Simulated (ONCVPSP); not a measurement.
Pseudopotential generation for Gd (Z = 64): ONCV, PBE, scalar-relativistic.

Gd, optimised norm-conserving Vanderbilt (ONCV), made with ONCVPSP 4.0.1 (PBE, scalar-relativistic). Core [Kr] 4d10, reference 4f7 5s2 5p6 5d1 6s1.5 6p0.5. Waves: 5s+6s: rc 2.20 bohr, ncon 4, nbas 8, qcut 4.1 1/bohr, 2 projectors; 5p+6p: rc 2.95 bohr, ncon 5, nbas 8, qcut 4.9 1/bohr, 2 projectors; 5d: rc 2.25 bohr, ncon 3, nbas 8, qcut 3.8 1/bohr, 2 projectors, debl 0.4 Ha; 4f: rc 1.25 bohr, ncon 3, nbas 7, qcut 14.8 1/bohr, 2 projectors, debl 2.2 Ha. Local part: polynomial inside 0.85 bohr (lpopt 4, dvloc0 0 Ha). Core correction: Teter function, parameters optimised by the program.

Problem. Estimate the cutoffs (Ha) at which the residual kinetic energy of the hardest occupied pseudo-wave falls to 1 and 0.1 mHa per electron.

Solution. 87 Ha and 96 Ha.

Problem. What does a ghost test show?

Solution. Ghosts flagged at negative energy: s at -108.6 eV, d at -2931.5 eV; GHOST(+) flagged for p at 28.7 eV. A true bound ghost makes a file unfit for plane-wave use.

Problem. Which valence shell sets the plane-wave cutoff?

Solution. 4f: 87 Ha for 1 mHa per electron, against 8 Ha for 5d.

Its largest configuration-test error is -6.7 meV (4f7 5s2 5p6 5d1 6s0 6p0). 1 of 4 tests not solved or not reliable.
